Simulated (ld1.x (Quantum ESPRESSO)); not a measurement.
Results of a calculation; reference values are marked as such.
Potentials for S (Z = 16) compared

Generated with ld1.x 7.5 (TM, RRKJ, ultrasoft, PAW), atompaw 4.2 or ONCVPSP 4.0.1. The cutoff is in Ry: for ld1.x and atompaw files where the sum of valence levels is converged to 10 mRy in a Bessel basis, for ONCV files where the hardest occupied wave has 1 mHa per electron of residual kinetic energy. The error is the largest all-electron minus pseudo excitation energy over each file’s own four to seven test configurations (ionisations up to +4, promotions, holes and added fractions of an electron), all of which were solved. The labels leave out finer settings (local radius, basis sizes, second energies), which also bear on the numbers. Spin-polarised tests are not counted. The rows are a selection from randomly drawn settings: files with unsolved tests, undetermined cutoffs or missed reference levels are left out.

```csv
potential,cutoff (Ry),largest error (meV),bound ghosts
"ultrasoft, Wu–Cohen, scalar-relativistic, rc 1.30/1.20 (sp), local smoothed, core correction yes, reference 3s2 3p4",25,+85,none
"ultrasoft, PBEsol, non-relativistic, rc 1.50/1.60 (sp), local smoothed, core correction no, reference 3s2 3p4",18,+128,none
"TM, BLYP, scalar-relativistic, rc 1.30/1.60/1.40 (spd), local s, core correction yes, reference 3s2 3p2",45,+39,none
"RRKJ, PBEsol, scalar-relativistic, rc 1.25/1.60/1.70 (spd), local d, core correction yes, reference 3s2 3p3",45,+199,none
"TM, PBEsol, non-relativistic, rc 1.10/1.25 (sp), local s, core correction no, reference 3s2 3p2",70,+52,none
"PAW, Wu–Cohen, non-relativistic, rc 1.55/1.95/1.90 (spd), local smoothed, core correction yes, reference 3s2 3p4",15,-101,none
"PAW, LDA (PZ), scalar-relativistic, rc 1.30/1.30/1.40 (spd), local smoothed, core correction yes, reference 3s2 3p4",21,-117,none
"TM, LDA (PZ), non-relativistic, rc 1.00/1.80/1.80 (spd), local s, core correction yes, reference 3s2 3p4",90,+125,none
```

**Question.** Fill in the row for S: PAW, PBE, scalar-relativistic, rc 1.25/1.35 (sp), local smoothed, core correction yes, reference 3s2 3p3.

**Answer.** cutoff 25 Ry, largest error -23 meV, bound ghosts: none.
